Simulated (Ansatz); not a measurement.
Total energies of C2H7FGaN, SMILES `C[NH][GaH][CH2]F`.

```json
{"atom": "C1", "x (Å)": "-0.103", "y (Å)": "1.847", "z (Å)": "-0.119"}
{"atom": "N2", "x (Å)": "0.833", "y (Å)": "0.912", "z (Å)": "0.465"}
{"atom": "Ga3", "x (Å)": "0.784", "y (Å)": "-0.898", "z (Å)": "0.492"}
{"atom": "C4", "x (Å)": "-0.726", "y (Å)": "-1.865", "z (Å)": "-0.372"}
{"atom": "F5", "x (Å)": "-1.660", "y (Å)": "-1.009", "z (Å)": "-0.955"}
{"atom": "H6", "x (Å)": "-0.924", "y (Å)": "1.308", "z (Å)": "-0.590"}
{"atom": "H7", "x (Å)": "-0.537", "y (Å)": "2.519", "z (Å)": "0.632"}
{"atom": "H8", "x (Å)": "0.367", "y (Å)": "2.472", "z (Å)": "-0.889"}
{"atom": "H9", "x (Å)": "1.613", "y (Å)": "1.366", "z (Å)": "0.914"}
{"atom": "H10", "x (Å)": "1.964", "y (Å)": "-1.628", "z (Å)": "1.215"}
{"atom": "H11", "x (Å)": "-1.255", "y (Å)": "-2.487", "z (Å)": "0.359"}
{"atom": "H12", "x (Å)": "-0.357", "y (Å)": "-2.538", "z (Å)": "-1.153"}
```

Charge 0, multiplicity 1. Correlated methods include outer-core shells of Ga, which these sets cover unevenly. Scalar relativity is left out up to krypton. Geometry: relaxed with PBE0-D4/def2-TZVP. It is one conformer, not always the lowest. Basis def2-TZVPP, the Gaussian-basis code of Ansatz.

RPA on PBE orbitals: Hartree–Fock energy of these orbitals -2156.95561 Eh, correlation -1.66293 Eh (frozen core).

| functional | energy without D4 (Eh) | D4 term (kJ/mol) |
| --- | --- | --- |
| revPBE | -2159.74396 | -66.4 |
| ωB97X-V | -2159.71207 | – |

Give the same for LDA (SPW92), PBE, BLYP, r2SCAN, B97M-V, PBE0, B3LYP, r2SCANh, r2SCAN0, HSE06 (plane-wave form), BHLYP, CAM-B3LYP, LC-ωPBE, ωB97M-V, B2PLYP, PBE-QIDH. (Estimate.)

The calculation gave: 
```json
{"functional": "LDA (SPW92)", "energy without D4 (Eh)": "-2155.09001", "D4 term (kJ/mol)": "–"}
{"functional": "PBE", "energy without D4 (Eh)": "-2159.39515", "D4 term (kJ/mol)": "-21.9"}
{"functional": "BLYP", "energy without D4 (Eh)": "-2159.95970", "D4 term (kJ/mol)": "-47.7"}
{"functional": "r2SCAN", "energy without D4 (Eh)": "-2159.82829", "D4 term (kJ/mol)": "-5.5"}
{"functional": "B97M-V", "energy without D4 (Eh)": "-2159.54697", "D4 term (kJ/mol)": "–"}
{"functional": "PBE0", "energy without D4 (Eh)": "-2159.44966", "D4 term (kJ/mol)": "-18.5"}
{"functional": "B3LYP", "energy without D4 (Eh)": "-2160.02124", "D4 term (kJ/mol)": "-35.1"}
{"functional": "r2SCANh", "energy without D4 (Eh)": "-2159.80542", "D4 term (kJ/mol)": "-5.8"}
{"functional": "r2SCAN0", "energy without D4 (Eh)": "-2159.77296", "D4 term (kJ/mol)": "-6.4"}
{"functional": "HSE06 (plane-wave form)", "energy without D4 (Eh)": "-2159.43719", "D4 term (kJ/mol)": "-17.3"}
{"functional": "BHLYP", "energy without D4 (Eh)": "-2159.81340", "D4 term (kJ/mol)": "-27.2"}
{"functional": "CAM-B3LYP", "energy without D4 (Eh)": "-2159.98996", "D4 term (kJ/mol)": "-18.8"}
{"functional": "LC-ωPBE", "energy without D4 (Eh)": "-2159.57931", "D4 term (kJ/mol)": "–"}
{"functional": "ωB97M-V", "energy without D4 (Eh)": "-2159.76180", "D4 term (kJ/mol)": "–"}
{"functional": "B2PLYP", "energy without D4 (Eh)": "-2159.42438", "D4 term (kJ/mol)": "–"}
{"functional": "PBE-QIDH", "energy without D4 (Eh)": "-2159.08287", "D4 term (kJ/mol)": "–"}
```

B3LYP takes the VWN-RPA correlation (the form of Gaussian; ORCA's B3LYP/G). HSE06 is the plane-wave form, built on full-range PBE exchange. The double hybrids freeze the cores in their second-order part.

LC-ωPBE has ω = 0.4 bohr⁻¹.
